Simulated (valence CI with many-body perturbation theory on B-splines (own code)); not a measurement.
Results of a calculation; reference values are marked as such.
**Hyperfine factors and g values of Gd XVI**

Method: valence CI with perturbative core correlation (CI+MBPT): three valence electrons over a frozen Dirac-Fock core [Kr] 4d10, a basis of 8 s, 8 p, 9 d, 9 f, 6 g, 3 h, 2 i functions for each j, with the one-electron correlation potential Σ1, the two-electron term Σ2, the three-electron term Σ3, Breit, model QED; selected CI, second order for the rest (own B-spline code, finite nucleus).

No measured levels were compared; by estimate terms of the open shell hold to a few per cent of their energy, and close levels can change places; configurations with another count of f electrons can be misplaced by thousands of cm⁻¹. Core correlation moves these levels by up to 36000 cm⁻¹, and in measured spectra 5 to 20 % of such shifts remained as error; rates that hang on mixing are uncertain with them.

A/g_I is the dipole constant over the nuclear g factor μ/I (μ in nuclear magnetons, uniformly magnetised nucleus), B/Q the quadrupole constant per barn. Both hold the static response of the core; the bare values leave it out. Large factors of s and p1/2 electrons are usually good to 5 to 10 %; those of open d and f shells near neutrality can be off by tens of per cent, and small factors of p3/2, d and f electrons come from cancelling terms and can be off by a factor of two or in sign, in half-filled shells by more. B is blank for J = 1/2, where it vanishes, and for nearly pure S terms. Energies count from the lowest level.

Names give the largest LS component (configuration and term), which can be under half, so a name can repeat, a term be missing and a line seem to break the LS rules; names also repeat where a configuration has a term twice. Letters in brackets count levels of one name in rising energy.

| Level | E (cm⁻¹) | g | A/g_I (MHz) | A/g_I bare | B/Q (MHz/b) | B/Q bare |
| --- | --- | --- | --- | --- | --- | --- |
| 4f³ ⁴I°_9/2 | 0.0 | 0.736 | 1740 | 1550 | 696 | 585 |
| 4f³ ⁴I°_11/2 | 4966 | 0.966 | 1170 | 1210 | 738 | 602 |
| 4f³ ⁴I°_13/2 | 9977 | 1.105 | 836 | 1020 | 836 | 668 |
| 4f³ ⁴I°_15/2 | 14948 | 1.195 | 629 | 910 | 978 | 773 |
| 4f³ ⁴F°_3/2 | 21729 | 0.459 | 2250 | 1720 | -478 | -391 |
| 4f³ ²H°_9/2 [a] | 23034 | 0.994 | 1190 | 1290 | -690 | -573 |
| 4f³ ⁴F°_5/2 | 24682 | 1.033 | 954 | 1050 | -434 | -362 |
| 4f³ ⁴F°_7/2 | 26813 | 1.177 | 674 | 941 | -978 | -821 |
| 4f³ ⁴S°_3/2 | 26867 | 1.903 | -961 | 90.9 | -92.9 | -85.1 |
| 4f³ ⁴F°_9/2 | 29989 | 1.226 | 566 | 884 | -801 | -670 |
| 4f³ ²H°_11/2 [a] | 31395 | 1.099 | 801 | 968 | -196 | -181 |
| 4f³ ⁴G°_5/2 | 32978 | 0.578 | 2020 | 1640 | -170 | -129 |
| 4f³ ²G°_7/2 [a] | 33198 | 0.968 | 1140 | 1180 | -51.6 | -29.9 |
| 4f³ ²K°_13/2 | 36239 | 0.936 | 1220 | 1220 | 2510 | 2070 |
| 4f³ ⁴G°_7/2 | 37669 | 0.963 | 1080 | 1080 | -754 | -627 |
| 4f³ ⁴G°_9/2 | 39162 | 1.149 | 726 | 958 | 250 | 207 |
| 4f³ ²D°_3/2 [a] | 40276 | 1.067 | 770 | 871 | -246 | -198 |
| 4f³ ²K°_15/2 | 41065 | 1.058 | 929 | 1060 | 2760 | 2250 |
| 4f³ ²G°_9/2 [a] | 42812 | 1.137 | 680 | 877 | -979 | -808 |
| 4f³ ⁴G°_11/2 | 43830 | 1.251 | 517 | 865 | -32.4 | -43.7 |
| 4f³ ²P°_1/2 | 44445 | 0.597 | 2870 | 2770 |  |  |
| 4f³ ²D°_5/2 [a] | 46115 | 1.192 | 629 | 907 | -1220 | -1000 |
| 4f³ ²P°_3/2 | 52345 | 1.095 | 757 | 901 | -388 | -309 |
| 4f³ ⁴D°_3/2 | 54023 | 1.099 | 1020 | 1250 | 168 | 145 |
| 4f³ ⁴D°_5/2 | 54033 | 1.300 | 519 | 954 | 805 | 664 |
| 4f³ ²I°_11/2 | 54559 | 0.959 | 1110 | 1130 | 1760 | 1430 |
| 4f³ ⁴D°_1/2 | 56233 | 0.063 | 3750 | 2970 |  |  |
| 4f³ ²L°_15/2 | 56694 | 0.951 | 1120 | 1120 | 4130 | 3400 |
| 4f²5s ⁴H_7/2 | 58173 | 0.673 | -15800 | -14800 | 1790 | 1520 |
| 4f³ ²I°_13/2 | 58251 | 1.073 | 915 | 1070 | 1620 | 1330 |
| 4f³ ²L°_17/2 | 59908 | 1.057 | 922 | 1050 | 4490 | 3680 |
| 4f³ ⁴D°_7/2 | 60124 | 1.420 | 18.7 | 515 | 2180 | 1780 |
| 4f²5s ⁴H_9/2 | 61105 | 0.969 | 9270 | 8800 | 1780 | 1500 |
| 4f³ ²H°_9/2 [b] | 62181 | 0.914 | 1190 | 1150 | 980 | 807 |
| 4f³ ²D°_3/2 [b] | 65163 | 0.903 | 1170 | 1090 | 240 | 189 |
| 4f²5s ⁴H_11/2 | 66125 | 1.130 | 12100 | 11500 | 2010 | 1670 |
| 4f³ ²H°_11/2 [b] | 66170 | 1.062 | 871 | 995 | 748 | 618 |
| 4f³ ²D°_5/2 [b] | 66764 | 1.137 | 849 | 1100 | 383 | 304 |
| 4f²5s ⁴F_3/2 | 68547 | 0.412 | -29700 | -28100 | -421 | -355 |
| 4f²5s ⁴F_5/2 | 70582 | 1.026 | 14000 | 13200 | -447 | -383 |

**Question.** Take the isotope of mass number 157, with I = 3/2, μ = -0.3398 μN and Q = 1.35 b. What is the hyperfine structure of 4f³ ⁴I°_9/2?

**Answer.** From the table A = -394 MHz, B = 939 MHz. Shifts from the centre of gravity in MHz: F = 3: 3680, F = 4: 1480, F = 5: -687, F = 6: -2420.
